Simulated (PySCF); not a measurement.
A structure optimised at r2SCAN-D4/def2-TZVP, used in a PySCF frequency run:

```
Zr
O 1 1.9105
H 2 0.9563 1 162.53
O 1 1.9105 2 116.48 3 0.00
H 4 0.9563 1 162.53 2 0.00
H 1 1.8692 2 107.14 3 119.89
H 1 1.8692 6 111.89 2 -117.15
```
Charge 0, spin multiplicity 1.

Q: Write its SMILES, formula and point group.

A: [OH][ZrH2][OH], H₄O₂Zr, C2v

Q: What are its rotational constants (standard atomic weights)?

A: 13.813, 5.0806, 3.9986 GHz
